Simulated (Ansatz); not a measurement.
Stretching the N6–H7 bond in CH5NSn (SMILES [CH3][Sn][NH2]) (multiplicity 1 held, fragments rigid). Energies count from the point at 1.010 Å.
Geometry at that point (charge 0, multiplicity 1):
```xyz
8

Sn    -0.2102    -0.0043     0.3548
C      0.8446     1.5217    -0.8580
H      0.7941     2.5095    -0.3996
H      0.3965     1.5726    -1.8532
H      1.8943     1.2393    -0.9698
N      0.2348    -1.4886    -0.9598
H      0.7643    -1.3663    -1.8114
H     -0.0494    -2.4493    -0.8404
```

Restricted levels (R-, RO-) in cc, def2 and unpolarised 6-31G sets keep to the state of the molecule at rest. Active spaces are followed from a long bond inwards. Curves can end on different states.

Cores are frozen in the correlated methods. Filled d and f shells under p-block atoms count as core.

Codes used: Ansatz (a first-principles code) with Gaussian orbitals.  In def2 rows elements past Kr take small-core potentials, without spin–orbit coupling.

Energies in kcal/mol.

| R (Å) | R-HF/def2-SVP | R-CCSD(T)/def2-SVP | FIC-NEVPT4(SD) on CASSCF(2,2)/def2-SVP | FIC-MRCISD+Q on CASSCF(2,2)/def2-SVP |
|---|---|---|---|---|
| 0.808 | 34.4 | 37.8 | 37.7 | 37.5 |
| 0.909 | 6.3 | 8.0 | 7.9 | 7.9 |
| 1.010 | 0.0 | 0.0 | 0.0 | 0.0 |
| 1.111 | 5.4 | 3.6 | 3.7 | 3.8 |
| 1.212 | 16.9 | 13.2 | 13.3 | 13.4 |
| 1.364 | 38.9 | 31.8 | 32.0 | 32.2 |
| 1.515 | 62.0 | 50.8 | 51.2 | 51.4 |
| 1.768 | 97.1 | 77.0 | 78.0 | 78.1 |
| 2.020 | 125.9 | 94.4 | 96.2 | 96.1 |
| 2.324 | 152.8 | 104.8 | 108.5 | 108.1 |
| 2.728 | 178.5 | 107.5 | 115.4 | 114.8 |
| 3.233 | 199.8 | 103.1 | 118.8 | 118.3 |

Doubts at one or more of the structures used: a restricted determinant that unrestricted orbitals would lower (R-HF/def2-SVP, R-CCSD(T)/def2-SVP); other coupled-cluster roots lie near (R-CCSD(T)/def2-SVP); T1 above 0.05 (R-CCSD(T)/def2-SVP).
